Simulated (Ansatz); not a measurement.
CH2SeTe, SMILES `[Se]=C[TeH]`, relaxed with RKS PBE-D4/def2-SVP in the Gaussian-basis code of Ansatz from a rough embedded geometry. The force threshold is 0.03 eV/Å; the program also tests the step.

Charge 0, multiplicity 1. Te takes the def2 core potential.

Start:

```xyz
5

Se    1.974    0.238   -1.007
C     0.384    0.503    0.080
Te   -1.533   -0.190   -0.458
H     0.461    1.094    0.989
H    -1.285   -1.645    0.397
```

How much energy does the relaxation release, and in how many steps? (Best estimate.)

Ansatz gave: 86.88 kJ/mol, in 9 steps.

Which bonds change most? (An estimate is asked.)

Ansatz gave: Se1–C2 from 1.944 to 1.772 Å; C2–H4 from 1.087 to 1.107 Å; Te3–H5 from 1.706 to 1.689 Å; C2–Te3 from 2.107 to 2.104 Å.

Give the relaxed structure. (Estimate.)

The calculation gave: 
```xyz
5

Se    1.828    0.959   -1.092
C     0.554    0.304   -0.049
Te   -1.175   -0.682   -0.730
H     0.594    0.378    1.055
H    -1.802   -0.959    0.814
```
